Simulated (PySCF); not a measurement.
Compound: CH4B2F2O2.
Atom-mapped SMILES: `[OH:1][B:2]([OH:3])[CH2:4][B:5]([F:6])[F:7]` (hydrogens: H8 on O1; H9 on O3; H10, H11 on C4)

A GFN2-xTB structure was refined with PBE0-D3(BJ)/def2-SVP geometry optimisation, gas phase in PySCF 2.14.0. Its GFN2-xTB values:

```json
{"coordinate": "O1–B2", "GFN2-xTB": "1.336 Å"}
{"coordinate": "O1–H8", "GFN2-xTB": "0.980 Å"}
{"coordinate": "B2–C4", "GFN2-xTB": "1.638 Å"}
{"coordinate": "C4–B5", "GFN2-xTB": "1.532 Å"}
{"coordinate": "C4–H10", "GFN2-xTB": "1.104 Å"}
{"coordinate": "B5–F6", "GFN2-xTB": "1.334 Å"}
{"coordinate": "O1–B2–O3", "GFN2-xTB": "125.1°"}
{"coordinate": "O1–B2–C4", "GFN2-xTB": "116.4°"}
{"coordinate": "B2–C4–B5", "GFN2-xTB": "110.0°"}
{"coordinate": "C4–B5–F6", "GFN2-xTB": "123.3°"}
{"coordinate": "C4–B5–F7", "GFN2-xTB": "124.3°"}
{"coordinate": "F6–B5–F7", "GFN2-xTB": "112.4°"}
{"coordinate": "O1–B2–C4–B5", "GFN2-xTB": "89°"}
{"coordinate": "B2–C4–B5–F6", "GFN2-xTB": "89°"}
```

Q: How do these coordinates change at the PBE0-D3(BJ)/def2-SVP level?

A: 
```csv
coordinate,PBE0-D3(BJ)/def2-SVP (Å or °),change
B2–C4,1.578,-0.060
O1–B2,1.364,+0.028
C4–B5,1.552,+0.020
O1–H8,0.962,-0.018
B5–F6,1.325,-0.009
C4–H10,1.099,-0.005
F6–B5–F7,115.5,+3.1
C4–B5–F7,121.9,-2.4
B2–C4–B5,108.0,-2.0
O1–B2–C4,118.1,+1.7
O1–B2–O3,124.1,-1.0
C4–B5–F6,122.6,-0.7
O1–B2–C4–B5,94,+5
B2–C4–B5–F6,92,+3
```

The energy falls by 11.4 kJ/mol over 7 energy and gradient evaluations, the largest force component goes from 0.0306 to 3.6e-04 Eh/bohr, and the atoms move by 0.075 Å rms after alignment. The bond that changes most is B2–C4 (three-coordinate boron to sp3 carbon bound to boron), which shortens by 0.060 Å. Bonds longer at the end by more than 0.005 Å: 6 of 10; shorter: 3. Rotational constants go from 4154, 1603, 1309 to 4061, 1675, 1353 MHz.

The run used 118 basis functions and 46 SCF cycles in all. The run took 36 s of wall time on Arm Neoverse V1, one thread, shared host with 32 logical CPUs at a one-minute load of 26, and the process peaked at 0.51 GiB of memory.

Whether it is a minimum is left open (no frequencies). The numbers are those of one conformer.

Shape of the structure used: `[OH:1][B:2]([OH:3])[CH2:4][B:5]([F:6])[F:7]`: O1–B2–C4–B5 94°, B2–C4–B5–F6 92°, H–O1–B2–O3 1°, H–O3–B2–O1 0°.
